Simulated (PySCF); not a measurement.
SMILES C#C[SiH2]F (C2H3FSi), CAM-B3LYP/def2-SVP optimised geometry.

```
7

Si    -1.80    -0.31     0.00
F     -2.33    -1.04     1.35
C      0.02    -0.31     0.00
C      1.23    -0.31    -0.01
H     -2.31     1.08     0.00
H     -2.31    -1.08    -1.16
H      2.31    -0.31    -0.01
```

Density from CAM-B3LYP/def2-TZVP (PySCF 2.14.0) at that geometry.

Minimum of the electron density along straight lines between bonded atoms, close to the bond critical point (lines longer than 1.1 times the sum of covalent radii, or with two minima, are not listed):

```tsv
bond	length / Å	ρ at the minimum / e bohr⁻³	∇²ρ there / e bohr⁻⁵	position (fraction from the first atom)
Si1–F2	1.618	0.133	0.91	0.42
Si1–C3	1.826	0.123	0.29	0.39
C3–C4	1.211	0.420	-1.27	0.47
Si1–H5	1.480	0.127	0.13	0.49
Si1–H6	1.480	0.127	0.13	0.49
C4–H7	1.076	0.286	-1.07	0.67
```
